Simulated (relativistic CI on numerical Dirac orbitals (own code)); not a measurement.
Computed by Dirac-Coulomb-Breit CI, KLI orbitals optimised for each configuration, model QED, unscaled Slater integrals (own radial code, finite nucleus).

The strongest absorption lines from the ground level of an ion, among the configurations computed and to levels below about 6130 eV (vacuum wavelength in nm, gf): 0.20347 (0.043), 0.20526 (0.031), 0.23372 (0.089), 0.23789 (0.07), 0.32300 (0.27), 0.33934 (0.26), 1.9941 (0.61), 7.2841 (0.076).

**Question.** Which ion is it?
A. Ir⁶⁶⁺
B. Ir⁶⁴⁺
C. Bi⁷²⁺
D. Ac⁷⁸⁺

**Answer.** A. Ir⁶⁶⁺ has 11 electrons and the ground level 3s 2S_1/2; the strongest line goes to 3p 2P°_3/2. The pattern of lines fixes the number of electrons, and along that sequence the line energies rise steadily with the charge (about as its square where n changes within one kind of shell, about linearly where n is kept but much faster in heavy ions where fine structure, which grows about as Z⁴, sets the gap, and irregularly where shells cross), which fixes Z. Configurations outside the model, such as inner-shell arrays, can give stronger lines. At this charge energies of transitions that change n are usually good to better than 1 %, and those within a shell (Δn = 0) to a few per cent.
